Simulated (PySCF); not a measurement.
The third ionisation energy along the 3d series

All values are computed (PySCF 2.14, energy differences of UHF-based or UKS calculations, no spin-orbit coupling). Values in eV. The last column holds reference values (NIST; (s) semi-empirical, (t) theoretical, else measured). Unmarked ones compare directly (S terms, centres of terms, or small fine structure); those marked * lie between the lowest fine-structure levels and include a spin-orbit shift.

| element | configurations | LDA | r2SCAN | MP2 (valence) | SCS-MP2 (valence) | CCSD (valence and next inner shell) | CCSD(T) (valence and next inner shell) | reference |
| --- | --- | --- | --- | --- | --- | --- | --- | --- |
| Sc (ANO-RCC-VTZP, spin-free X2C) | [Ar] 3d1 → [Ar] | 25.283 | 25.089 | n/a | n/a | 24.364 | 24.373 | 24.757 * |
| Ti (ANO-RCC-VTZP, spin-free X2C) | [Ar] 3d2 → [Ar] 3d1 | 28.022 | 27.937 | 26.769 | 26.687 | 27.167 | 27.176 | 27.492 * |
| V (ANO-RCC-VTZP, spin-free X2C) | [Ar] 3d3 → [Ar] 3d2 | 30.053 | 29.826 | 28.642 | 28.387 | 29.089 | 29.107 | 29.311 * |
| Cr (ANO-RCC-VTZP, spin-free X2C) | [Ar] 3d4 → [Ar] 3d3 | 31.897 | 31.076 | 30.391 | 29.947 | 30.828 | 30.861 | 30.959 ± 0.025 * |
| Mn (ANO-RCC-VTZP, spin-free X2C) | [Ar] 3d5 → [Ar] 3d4 | 34.417 | 33.942 | 33.308 | 32.742 | 33.570 | 33.599 | 33.668 ± 0.012 * |
| Fe (ANO-RCC-VTZP, spin-free X2C) | [Ar] 3d6 → [Ar] 3d5 | 31.668 | 30.930 | 30.150 | 30.317 | 30.274 | 30.321 | 30.651 ± 0.012 * |
| Co (ANO-RCC-VTZP, spin-free X2C) | [Ar] 3d7 → [Ar] 3d6 | 34.669 | 34.186 | 33.637 | 33.650 | 33.523 | 33.585 | 33.5 ± 0.06 (s) * |
| Ni (ANO-RCC-VTZP, spin-free X2C) | [Ar] 3d8 → [Ar] 3d7 | 36.268 | 35.465 | 34.880 | 34.813 | 34.755 | 34.849 | 35.187 ± 0.019 * |
| Cu (ANO-RCC-VTZP, spin-free X2C) | [Ar] 3d9 → [Ar] 3d8 | 38.108 | 36.505 | 36.748 | 36.498 | 36.451 | 36.569 | 36.841 ± 0.012 * |
| Zn (ANO-RCC-VTZP, spin-free X2C) | [Ar] 3d10 → [Ar] 3d9 | 40.883 | 39.706 | 40.052 | 39.679 | 39.540 | 39.666 | 39.723 * |

"Valence" correlates the outer s and p shells and, in groups 3 to 12 and the f block, the outer d or f shell, open or full, or the next shell where the ion has no valence electron left; the wider scheme adds the next inner shell.
